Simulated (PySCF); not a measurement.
Perfluoropropane, C₃F₈.
Bonds: F1–C2, C2–F3, C2–F4, C2–C5, C5–F6, C5–F7, C5–C8, C8–F9, C8–F10, C8–F11.

Computed, not measured: PySCF 2.14.0, PBE0-D3(BJ)/def2-SVP geometry optimisation, gas phase.

Task: List the bond lengths, angles and torsions at this level.

Result: 
```json
{"bond": "F1–C2 and 5 like bonds", "length (Å)": "1.324", "order": "single"}
{"bond": "C2–C5, C5–C8", "length (Å)": "1.545", "order": "single"}
{"bond": "C5–F6, C5–F7", "length (Å)": "1.336", "order": "single"}
```

Bonds in one row agree within 0.01 Å and their mean is given. Orders are formal, as drawn. A selection of angles:
```json
{"angle": "F1–C2–F3", "degrees": "109.0"}
{"angle": "F1–C2–C5", "degrees": "110.5"}
{"angle": "C2–C5–F6", "degrees": "107.9"}
{"angle": "C2–C5–C8", "degrees": "115.4"}
{"angle": "F6–C5–F7", "degrees": "109.5"}
```

Dihedral angles: F1–C2–C5–F6 180° (antiperiplanar); C2–C5–C8–F9 61° (synclinal).

Of the pairs four or more bonds apart, F1···F9 is among the closest relative to their van der Waals radii: 2.74 Å, 93 % of the sum of Bondi's values.

Point group: C2v (every atom within 0.08 Å of its image). Not checked by PBE0-D3(BJ)/def2-SVP frequencies.
